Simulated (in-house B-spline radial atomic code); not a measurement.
A fraction x of an electron is removed from 4s in neutral potassium, starting from [Ar] 4s1 and keeping the highest spin. All numbers are computed (scalar-relativistic (X2C) BLYP, spin-polarised, spherical fractional occupations; Fermi nucleus of rms radius 3.4349 fm) with an all-electron radial atomic-structure program (B-spline basis), not measured.

```tsv
x	E(x) - E(0) (eV)	4s up level (eV)
0	0.0000	-2.413
0.09	0.2331	-2.767
0.18	0.4983	-3.127
0.37	1.1660	-3.905
0.49	1.6646	-4.405
0.5	1.7089	-4.447
0.61	2.2235	-4.910
0.69	2.6298	-5.247
0.81	3.2898	-5.752
0.95	4.1356	-6.325
1	4.4563	-
```

The exact functional would give a straight line between the two integer points. Deviations E(x) - E(0) - x[E(1) - E(0)], in eV: -0.168 at x = 0.09, -0.304 at x = 0.18, -0.483 at x = 0.37, -0.519 at x = 0.49, -0.519 at x = 0.5, -0.495 at x = 0.61, -0.445 at x = 0.69, -0.32 at x = 0.81, -0.098 at x = 0.95.

The curve lies below the straight line by up to 0.519 eV (at x = 0.49): convex, the delocalisation error that favours fractional charges.

Problem. How well does Slater's transition state (minus the level at half occupation) give the ionisation energy?

Solution. It gives 4.447 eV against 4.456 eV from the two total energies; NIST lists 4.34 eV, ground level to ground level.
